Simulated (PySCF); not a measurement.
C2H6FNSe. Atoms are numbered in the order given.

```xyz
11

Se    -0.7660    -0.4103     0.0000
F     -1.3319     1.2938     0.0000
N      0.9906    -0.2215     0.0000
C      1.6672     0.1814    -1.2261
C      1.6672     0.1814     1.2261
H      1.7127     1.2815    -1.3287
H      2.6980    -0.2110    -1.2243
H      1.1346    -0.2306    -2.0936
H      2.6980    -0.2110     1.2243
H      1.7127     1.2815     1.3287
H      1.1346    -0.2306     2.0936
```

The structure is a stationary point at ωB97X-D3(BJ)/def2-SVP. The structure was generated by enumeration, and PubChem lists no compound with its InChIKey, so it may never have been made. The values are those of a single conformer.

Computed with PBE/def2-TZVP (PySCF).

Isolated molecule, no solvent.

Computed frontier levels, gap, dipole moment and polarisability:
highest occupied level: -5.17 eV
lowest empty level: -1.94 eV
orbital gap: 3.23 eV
dipole moment: 2.80 D
quadrupole, principal values (traceless, Buckingham form, about the centre of nuclear charge): -5.68, 0.99, 4.68 D·Å
mean static polarisability: 61.5 bohr³ (9.11 Å³)
polarisability, principal values: 52.5, 56.7, 75.2 bohr³
